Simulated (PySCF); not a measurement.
Exact mass, isotope pattern and composition

Species: `[F][SnH2][PH2]`.

Calculated from tabulated atomic weights, isotope masses and abundances; no fragmentation.

Question: Find the molar and monoisotopic masses of FH4PSn.

Answer: For FH4PSn, with standard atomic weights, 1 × 18.998 + 1 × 118.710 + 1 × 30.974 + 4 × 1.008 = 172.714 g/mol. From the most abundant isotopes (19F, 120Sn, 31P, 1H), 1 × 18.998403 + 1 × 119.902195 + 1 × 30.973762 + 4 × 1.007825 = 173.9057 u.

Question: Give the isotope pattern of the molecular ion M+•, merging species of the same nominal mass.

Answer: 
```csv
nominal mass,m/z (centroid),relative intensity
166,165.9077,3.0
168,167.9057,2.0
169,168.9063,1.0
170,169.9047,44.6
171,170.9059,23.6
172,171.9045,74.3
173,172.9062,26.4
174,173.9051,100.0
176,175.9064,14.2
178,177.9082,17.8
```

Lines under 0.1 % of the tallest are left out. One electron mass, 0.00055 u, is taken off. Abundances used (%; other tables differ somewhat): 112Sn 0.97, 114Sn 0.66, 115Sn 0.34, 116Sn 14.54, 117Sn 7.68, 118Sn 24.22, 119Sn 8.59, 120Sn 32.58, 122Sn 4.63, 124Sn 5.79; 1H 99.9885, 2H 0.0115.

Question: Which m/z would the protonated, sodiated and deprotonated molecule have?

Answer: [M+H]+ 174.9129, [M+Na]+ 196.8949, [M−H]− 172.8984, for the monoisotopic species (arithmetic only; whether such ions form is another matter).

Question: Count the protons, neutrons and electrons of the monoisotopic species, and give its exact less its nominal mass.

Answer: 78 protons, 96 neutrons and 78 electrons; 173.9057 − 174 = -0.0943 u.

Question: What is the composition by mass?

Answer: F 11.00 %, Sn 68.73 %, P 17.93 %, H 2.33 %.
